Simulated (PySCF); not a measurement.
# `N[C@@H]1[C@H]2CC[C@@H](N)[C@@H]12`, C6H12N2

Molfile (atoms numbered from 1):
```
C6H12N2
     RDKit          3D

 20 21  0  0  0  0  0  0  0  0999 V2000
    2.6296   -0.7192   -0.5300 N   0  0  0  0  0  0  0  0  0  0  0  0
    1.2883   -0.2149   -0.5433 C   0  0  2  0  0  0  0  0  0  0  0  0
    0.8919    0.8380    0.4432 C   0  0  1  0  0  0  0  0  0  0  0  0
   -0.2089    1.7964    0.0432 C   0  0  0  0  0  0  0  0  0  0  0  0
   -1.3352    0.9030   -0.4904 C   0  0  0  0  0  0  0  0  0  0  0  0
   -1.1701   -0.4692    0.1911 C   0  0  1  0  0  0  0  0  0  0  0  0
   -1.5403   -1.5327   -0.7332 N   0  0  0  0  0  0  0  0  0  0  0  0
    0.3002   -0.5420    0.5543 C   0  0  1  0  0  0  0  0  0  0  0  0
    2.6585   -1.6581   -0.9145 H   0  0  0  0  0  0  0  0  0  0  0  0
    2.9898   -0.7552    0.4178 H   0  0  0  0  0  0  0  0  0  0  0  0
    0.9043   -0.1500   -1.5523 H   0  0  0  0  0  0  0  0  0  0  0  0
    1.6330    1.1916    1.1468 H   0  0  0  0  0  0  0  0  0  0  0  0
    0.1211    2.5197   -0.7033 H   0  0  0  0  0  0  0  0  0  0  0  0
   -0.5433    2.3460    0.9261 H   0  0  0  0  0  0  0  0  0  0  0  0
   -1.2331    0.7574   -1.5654 H   0  0  0  0  0  0  0  0  0  0  0  0
   -2.3182    1.3321   -0.2998 H   0  0  0  0  0  0  0  0  0  0  0  0
   -1.7636   -0.4978    1.1256 H   0  0  0  0  0  0  0  0  0  0  0  0
   -1.3749   -2.4397   -0.3104 H   0  0  0  0  0  0  0  0  0  0  0  0
   -2.5268   -1.4720   -0.9613 H   0  0  0  0  0  0  0  0  0  0  0  0
    0.5923   -1.2228    1.3432 H   0  0  0  0  0  0  0  0  0  0  0  0
  1  2  1  0
  2  3  1  0
  3  4  1  0
  4  5  1  0
  5  6  1  0
  6  7  1  0
  6  8  1  0
  8  2  1  0
  8  3  1  0
  1  9  1  0
  1 10  1  0
  2 11  1  6
  3 12  1  1
  4 13  1  0
  4 14  1  0
  5 15  1  0
  5 16  1  0
  6 17  1  1
  7 18  1  0
  7 19  1  0
  8 20  1  1
M  END
```

Theory: PySCF, TDDFT B3LYP/def2-SVPD circular dichroism and optical rotation, one conformer, gas phase. Geometry: GFN2-xTB.

The molecule is flexible and this is one conformer; a measurement averages over conformers. States above about 6.0 eV (minus the energy of the highest occupied orbital) lie near or above the ionisation threshold and depend on the basis.

(1) Draw the ECD and absorption spectra from the lowest 8 states, each a Gaussian of half-width 0.2 eV at 1/e height.

## Answers

(1) 
| E (eV) | λ (nm) | Δε (L mol⁻¹ cm⁻¹) | ε (L mol⁻¹ cm⁻¹) |
| --- | --- | --- | --- |
| 5.07 | 245 | -0.01 | 1.14 |
| 5.22 | 238 | -0.30 | 27.6 |
| 5.37 | 231 | -2.35 | 218 |
| 5.52 | 225 | -6.11 | 585 |
| 5.67 | 219 | -6.21 | 729 |
| 5.82 | 213 | -5.53 | 972 |
| 5.97 | 208 | -5.20 | 1490 |
| 6.12 | 203 | -2.61 | 2340 |
| 6.27 | 198 | -2.61 | 2070 |
| 6.42 | 193 | -1.88 | 920 |
| 6.57 | 189 | +1.22 | 1420 |
| 6.72 | 185 | +4.99 | 2920 |

Δε uses R in velocity form, ε uses f in length form. Only the states computed contribute, so the short-wavelength end is incomplete.
